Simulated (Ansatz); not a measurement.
One change: `CO[Si](Cl)(Cl)Cl` becomes `N#C[Si](Cl)(Cl)Cl`.

Ansatz, PBE0-D4/def2-TZVP geometries, multiplicity 1. Each molecule was computed in one conformer, which needn't be the lowest.

```tsv
property	`CO[Si](Cl)(Cl)Cl`
HOMO energy (PBE/def2-TZVPP) / eV	-7.49
LUMO energy (PBE0/def2-TZVPP) / eV	0.12
LUMO energy (B3LYP/def2-TZVPP) / eV	-0.14
LUMO energy (PBE/def2-TZVPP) / eV	-0.92
HOMO energy (B3LYP/def2-TZVPP) / eV	-8.80
HOMO–LUMO gap (PBE/def2-TZVPP) / eV	6.57
```

Problem. Give the same properties after the change, and the shifts. (Estimate.)

Solution. Ansatz gave: 
| property | `N#C[Si](Cl)(Cl)Cl` | shift |
| --- | --- | --- |
| HOMO energy (PBE/def2-TZVPP) / eV | -8.48 | -0.99 |
| LUMO energy (PBE0/def2-TZVPP) / eV | -1.36 | -1.48 |
| LUMO energy (B3LYP/def2-TZVPP) / eV | -1.54 | -1.40 |
| LUMO energy (PBE/def2-TZVPP) / eV | -2.31 | -1.39 |
| HOMO energy (B3LYP/def2-TZVPP) / eV | -9.61 | -0.81 |
| HOMO–LUMO gap (PBE/def2-TZVPP) / eV | 6.16 | -0.41 |

With PBE0 the HOMO falls by 0.84 eV and the LUMO falls by 1.48 eV, so the gap narrows by about 0.64 eV. PBE moves the HOMO by -0.99 eV and ωB97M-V by -0.74 eV. The zero-point energy changes by -90.0 kJ/mol with -9 modes.

B3LYP here is the variant with VWN-RPA as its local correlation; programs differ in this.
